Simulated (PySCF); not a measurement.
C₂H₅Zn, SMILES [Zn+][CH2]C, charge +1. Coordinates come from a PBE-D3(BJ)/def2-SVP optimisation. The spin state was assumed, not searched. The isomer is the one that the SMILES or the coordinates give; other isomers of the formula were not compared.

All values below come from PBE-D3(BJ)/def2-SVP run with PySCF.

Harmonic wavenumbers (cm⁻¹): 213, 254, 408, 666, 876, 885, 1039, 1097, 1179, 1311, 1360, 1384, 1418, 2924, 3009, 3045, 3093, 3111. Rotational constants (GHz): 30.70, 3.698, 3.452; symmetry number 1.

**Question.** Work out the zero-point energy and the ideal-gas rigid-rotor harmonic-oscillator thermochemistry at 298.15 K and 1 atm.

**Answer.** ZPE = ½ Σ hcν = ½ × 27272 cm⁻¹ = 38.99 kcal/mol. H − E(el) = 42.41 kcal/mol. Entropy in cal/(mol K): translation 39.55, rotation 24.22, vibration 5.57, total 69.34. G − E(el) = 21.73 kcal/mol. Cp = 16.24 cal/(mol K).
